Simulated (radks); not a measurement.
Values are calculated unless marked as measured or tabulated.
The antimony anion Sb3-, [Xe], held by a Watson sphere: a shell of charge +3 at radius R that stands for the Madelung well of a crystal (potential energy -3/R inside, -3/r outside, in hartree with lengths in bohr). Level of theory: scalar-relativistic Kohn-Sham, r2SCAN, spin-polarised, spherical densities, finite nucleus; meta-GGA in the generalised Kohn-Sham scheme; Fermi nuclear charge, rms radius of each element as measured or else 0.836 A^(1/3) + 0.57 fm (a radial shooting solver on a logarithmic mesh with Libxc functionals).

| R (bohr) | e(4d) (eV) | e(5s) (eV) | e(5p) (eV) | <r> 5p (bohr) | sum of <r^2> (bohr^2) | X-ray form factor at sin(theta)/lambda = 0.3 1/angstrom |
|---|---|---|---|---|---|---|
| 2.8 | -33.266 | -14.681 | -6.910 | 2.859 | 89.51 | 35.249 |
| 3.33 | -32.357 | -13.279 | -6.038 | 3.068 | 99.06 | 35.346 |
| 4.35 | -31.445 | -11.410 | -4.549 | 3.451 | 118.4 | 35.434 |
| 4.39 | -31.418 | -11.355 | -4.499 | 3.466 | 119.2 | 35.435 |
| 4.58 | -31.300 | -11.109 | -4.267 | 3.534 | 123.0 | 35.440 |
| 4.74 | -31.208 | -10.922 | -4.084 | 3.592 | 126.2 | 35.443 |
| 5.04 | -31.050 | -10.612 | -3.766 | 3.697 | 132.4 | 35.447 |
| 5.4 | -30.885 | -10.302 | -3.426 | 3.822 | 140.1 | 35.449 |
| 5.93 | -30.684 | -9.945 | -3.001 | 4.002 | 152.1 | 35.453 |
